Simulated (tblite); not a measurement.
A geometry optimisation, step by step.

Species: C₅H₉BSi.
Atom-mapped SMILES: `[CH:1]#[C:2][SiH2:3][BH:4][CH:5]1[CH2:6][CH2:7]1` (hydrogens: H8 on C1; H9, H10 on Si3; H11 on B4; H12 on C5; H13, H14 on C6; H15, H16 on C7)

Computed with GFN2-xTB (tblite), gas phase: L-BFGS steps from a force-field or distance-geometry start until the largest atomic force falls under 0.01 eV/Å. 6 of its 68 geometries are shown.

Step 0: E = -492.7208 eV, largest atomic force 1.737 eV/Å
```
atom  x, y, z in Å  |  force x, y, z in eV/Å
C1      4.102   -0.167    0.141    0.237   0.065   0.065
C2      2.942   -0.356   -0.121    1.057   0.030   0.229
Si3     1.190   -0.647   -0.519   -1.104   0.459  -0.534
B4      0.141    0.980   -0.154    0.037   0.006   1.737
C5     -1.361    0.950    0.316    0.515   1.159  -0.335
C6     -1.818   -0.192    1.202    0.363  -0.557  -0.598
C7     -2.314   -0.070   -0.232   -1.273  -0.096   1.066
H8      5.125    0.013    0.375   -0.415  -0.068  -0.098
H9      0.755   -1.758    0.330    0.082  -0.326   0.041
H10     1.136   -1.028   -1.929    0.098  -0.320  -0.247
H11     0.806    1.832    0.362   -0.386   0.147  -0.592
H12    -1.822    1.917    0.637    0.317  -0.686  -0.499
H13    -2.491    0.077    2.046    0.773  -0.563  -0.786
H14    -1.030   -0.969    1.324   -1.083   0.610   0.519
H15    -1.984   -0.814   -0.966   -0.191   0.519   0.390
H16    -3.385    0.241   -0.284    0.975  -0.378  -0.358
```

Step 13: E = -493.1708 eV, largest atomic force 0.155 eV/Å
```
atom  x, y, z in Å  |  force x, y, z in eV/Å
C1      4.109   -0.166    0.138   -0.036  -0.028  -0.019
C2      2.964   -0.395   -0.149    0.127   0.044   0.053
Si3     1.159   -0.626   -0.517    0.018  -0.035   0.004
B4      0.169    0.985    0.024    0.018  -0.010   0.046
C5     -1.338    0.961    0.338    0.029   0.083  -0.071
C6     -1.830   -0.202    1.198    0.026  -0.015  -0.038
C7     -2.316   -0.073   -0.192   -0.044   0.031   0.040
H8      5.120    0.011    0.378   -0.018  -0.011  -0.016
H9      0.818   -1.852    0.248    0.004   0.007  -0.017
H10     1.127   -1.064   -1.929   -0.056   0.084   0.001
H11     0.737    1.990    0.269   -0.035  -0.072  -0.133
H12    -1.819    1.909    0.565   -0.006  -0.016   0.106
H13    -2.475    0.036    2.030   -0.081  -0.018  -0.059
H14    -1.120   -0.986    1.408    0.011  -0.041   0.099
H15    -1.980   -0.769   -0.946    0.091  -0.064   0.065
H16    -3.334    0.252   -0.336   -0.047   0.058  -0.062
```

Step 27: E = -493.2114 eV, largest atomic force 0.075 eV/Å
```
atom  x, y, z in Å  |  force x, y, z in eV/Å
C1      4.138   -0.183    0.132    0.020  -0.001  -0.002
C2      2.986   -0.398   -0.136   -0.034  -0.007  -0.015
Si3     1.175   -0.631   -0.481   -0.007  -0.002   0.004
B4      0.174    0.974    0.043   -0.070  -0.006  -0.027
C5     -1.319    0.948    0.415   -0.025  -0.026   0.051
C6     -1.887   -0.209    1.235   -0.002  -0.011  -0.015
C7     -2.279   -0.077   -0.183    0.030   0.033  -0.033
H8      5.151   -0.007    0.358    0.008  -0.011  -0.008
H9      0.863   -1.912    0.194   -0.020   0.015   0.008
H10     1.060   -0.931   -1.926    0.048  -0.005  -0.004
H11     0.708    2.021    0.045    0.004   0.029   0.009
H12    -1.804    1.895    0.642    0.008  -0.007  -0.016
H13    -2.604    0.038    2.005    0.021  -0.001  -0.033
H14    -1.210   -1.004    1.507   -0.016  -0.006   0.022
H15    -1.883   -0.782   -0.900    0.029  -0.001   0.033
H16    -3.274    0.267   -0.424    0.007   0.005   0.027
```

Step 40: E = -493.2150 eV, largest atomic force 0.023 eV/Å
```
atom  x, y, z in Å  |  force x, y, z in eV/Å
C1      4.139   -0.194    0.122    0.001  -0.002   0.003
C2      2.981   -0.396   -0.130    0.012  -0.001   0.012
Si3     1.172   -0.620   -0.485   -0.011   0.016   0.001
B4      0.166    0.983    0.035    0.008   0.020   0.003
C5     -1.319    0.946    0.436   -0.004   0.010  -0.010
C6     -1.895   -0.213    1.242   -0.004  -0.016  -0.003
C7     -2.265   -0.078   -0.181   -0.009  -0.013   0.001
H8      5.155   -0.028    0.339    0.017  -0.008  -0.004
H9      0.836   -1.891    0.195   -0.006  -0.005   0.000
H10     1.108   -0.931   -1.931   -0.008  -0.001  -0.004
H11     0.689    2.036    0.022   -0.004  -0.004  -0.004
H12    -1.808    1.890    0.660   -0.005   0.022  -0.004
H13    -2.627    0.035    1.996    0.004  -0.004   0.010
H14    -1.226   -1.009    1.529    0.007  -0.010   0.006
H15    -1.852   -0.781   -0.889    0.007  -0.006  -0.005
H16    -3.259    0.260   -0.433   -0.004   0.002  -0.003
```

Step 54: E = -493.2161 eV, largest atomic force 0.051 eV/Å
```
atom  x, y, z in Å  |  force x, y, z in eV/Å
C1      4.149   -0.214    0.122    0.006  -0.003  -0.001
C2      2.983   -0.396   -0.109   -0.004  -0.005  -0.012
Si3     1.173   -0.601   -0.472   -0.001   0.003   0.007
B4      0.160    1.002    0.036   -0.041  -0.027  -0.012
C5     -1.326    0.949    0.435   -0.009   0.004   0.000
C6     -1.891   -0.217    1.241    0.012   0.017   0.008
C7     -2.262   -0.087   -0.182    0.013   0.002  -0.006
H8      5.173   -0.067    0.320   -0.009  -0.007   0.006
H9      0.818   -1.874    0.197    0.010   0.007   0.003
H10     1.110   -0.909   -1.920    0.003   0.007   0.002
H11     0.669    2.060    0.006    0.011   0.019   0.007
H12    -1.827    1.889    0.655    0.006  -0.003   0.004
H13    -2.625    0.024    1.996    0.001  -0.007   0.005
H14    -1.214   -1.007    1.527    0.000   0.005   0.007
H15    -1.838   -0.785   -0.888   -0.007  -0.008  -0.016
H16    -3.259    0.242   -0.436    0.008  -0.004  -0.003
```

Step 67: E = -493.2167 eV, largest atomic force 0.010 eV/Å
```
atom  x, y, z in Å  |  force x, y, z in eV/Å
C1      4.154   -0.234    0.120   -0.002  -0.003  -0.001
C2      2.985   -0.395   -0.111   -0.001   0.009  -0.003
Si3     1.172   -0.585   -0.469   -0.001   0.004   0.000
B4      0.150    1.015    0.034    0.005   0.004   0.003
C5     -1.336    0.954    0.430    0.002   0.001  -0.002
C6     -1.885   -0.217    1.240    0.001   0.001  -0.003
C7     -2.260   -0.095   -0.183    0.004  -0.002  -0.002
H8      5.179   -0.105    0.320   -0.001  -0.002   0.004
H9      0.823   -1.855    0.208   -0.002   0.004  -0.007
H10     1.109   -0.893   -1.917   -0.004  -0.001   0.005
H11     0.655    2.077    0.009   -0.004  -0.005   0.001
H12    -1.846    1.889    0.648    0.004   0.004   0.002
H13    -2.622    0.014    1.996    0.004   0.005  -0.001
H14    -1.195   -0.995    1.529   -0.008  -0.004   0.002
H15    -1.831   -0.788   -0.890   -0.001  -0.009   0.001
H16    -3.261    0.222   -0.435    0.003  -0.005   0.002
```

Task: Summarise the path.

Result: The energy falls by 47.85 kJ/mol from step 0 to step 67; nine tenths of that is first reached at step 12. It falls at every step. The largest force goes from 1.737 to 0.010 eV/Å. Among the bonds C6–C7 changes most, from 1.522 to 1.477 Å; the atoms move by 0.180 Å rms after alignment.

The cost below is that of the whole relaxation. The run took 1.3 s on one thread of an Intel Xeon at 2.50 GHz (shared host).
